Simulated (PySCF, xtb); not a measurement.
C4H6ClF, SMILES Cl/C=C(/CC)F. One conformer was computed; it need not be the lowest.

Harmonic wavenumbers (cm⁻¹) from GFN2-xTB in xtb at its own minimum, in rising order: 52, 140, 164, 213, 296, 341, 493, 589, 770, 781, 820, 873, 1012, 1073, 1081, 1144, 1219, 1252, 1310, 1408, 1457, 1493, 1497, 1695, 2979, 3014, 3046, 3048, 3050, 3106.

Problem. What does PBE-D3(BJ)/def2-SVP (PySCF) give at its own minimum? (Estimate from the structure and the level; the computed values follow.)

Solution. 77, 149, 181, 232, 309, 357, 516, 631, 743, 766, 823, 865, 976, 1049, 1051, 1146, 1222, 1282, 1320, 1343, 1391, 1417, 1433, 1692, 2963, 2981, 3037, 3073, 3080, 3162. Paired by order, the mean absolute difference is 26 cm⁻¹ and the zero-point energies are 56.3 and 56.1 kcal/mol.
